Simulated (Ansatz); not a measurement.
`O=C(S)[SeH]` → C• + 2 H• + O• + S• + Se•  (atomization)

Isolated molecules relaxed with PBE0-D4/def2-TZVP in Ansatz; ΔE leaves out vibrations. CCSD(T)/CBS is the MP2 limit (def2-TZVPP, def2-QZVPP) plus CCSD(T) − MP2 in def2-TZVPP, frozen cores. This one scheme is used for every species, atoms too. Functionals use def2-TZVPP. B3LYP here is the variant with VWN-RPA as its local correlation; programs differ in this. HSE06 is defined as in plane-wave codes. Open shells (•) are unrestricted, without spin–orbit coupling. Spin–orbit coupling would lower the free atoms: a little for C, O, S; clearly for Se. For Se outer-core shells are correlated without core-valence functions, so the limit isn't a true one: a few kJ/mol of doubt a bond, and 10 to 20 or more in all where bonds break to atoms. Scalar relativity is left out up to krypton. One conformer a species, not always the lowest.

```json
{"level": "BLYP-D4", "ΔE (kJ/mol)": "2090.4", "difference from CCSD(T)/CBS": "39.1"}
{"level": "B97M-V", "ΔE (kJ/mol)": "2071.2", "difference from CCSD(T)/CBS": "19.9"}
{"level": "BHLYP-D4", "ΔE (kJ/mol)": "1918.2", "difference from CCSD(T)/CBS": "-133.1"}
{"level": "CAM-B3LYP-D4", "ΔE (kJ/mol)": "2037.9", "difference from CCSD(T)/CBS": "-13.4"}
{"level": "ωB97X-V", "ΔE (kJ/mol)": "2057.2", "difference from CCSD(T)/CBS": "5.9"}
{"level": "B2PLYP", "ΔE (kJ/mol)": "2021.3", "difference from CCSD(T)/CBS": "-30.0"}
{"level": "B3LYP", "ΔE (kJ/mol)": "2022.5", "difference from CCSD(T)/CBS": "-28.8"}
{"level": "r2SCAN0", "ΔE (kJ/mol)": "1995.8", "difference from CCSD(T)/CBS": "-55.5"}
{"level": "HSE06", "ΔE (kJ/mol)": "2056.9", "difference from CCSD(T)/CBS": "5.6"}
{"level": "BHLYP", "ΔE (kJ/mol)": "1897.2", "difference from CCSD(T)/CBS": "-154.1"}
{"level": "HF/def2-SVP", "ΔE (kJ/mol)": "1256.0", "difference from CCSD(T)/CBS": "-795.3"}
{"level": "CCSD(T)/def2-SVP", "ΔE (kJ/mol)": "1883.2", "difference from CCSD(T)/CBS": "-168.1"}
{"level": "SCS-MP2/def2-TZVPP", "ΔE (kJ/mol)": "2011.3", "difference from CCSD(T)/CBS": "-40.0"}
{"level": "MP2/def2-QZVPP", "ΔE (kJ/mol)": "2092.3", "difference from CCSD(T)/CBS": "41.0"}
{"level": "MP2/CBS(def2)", "ΔE (kJ/mol)": "2123.6", "difference from CCSD(T)/CBS": "72.3"}
{"level": "CCSD/CBS(def2)", "ΔE (kJ/mol)": "1986.7", "difference from CCSD(T)/CBS": "-64.6"}
{"level": "CCSD(T)/CBS", "ΔE (kJ/mol)": "2051.3", "difference from CCSD(T)/CBS": "0"}
```

Largest T1 diagnostic among the species: 0.015.

At CCSD(T), def2-SVP lies −168.1 kJ/mol from the extrapolated value and def2-TZVPP −75.7 kJ/mol: correlation converges slowly with the basis, and small sets miss more of it in the bonded molecule than in its fragments. From PBE to PBE0 (25 % exact exchange), in def2-TZVPP and without D4, ΔE moves by −97.4 kJ/mol: exact exchange takes away binding that semilocal exchange gives to molecules.

For atomizations the MP2-based limit and the directly extrapolated one differ by several kJ/mol either way, and by 10 to 25 for some Ge, Se and Sn compounds, so smaller differences from it don't rank the levels.
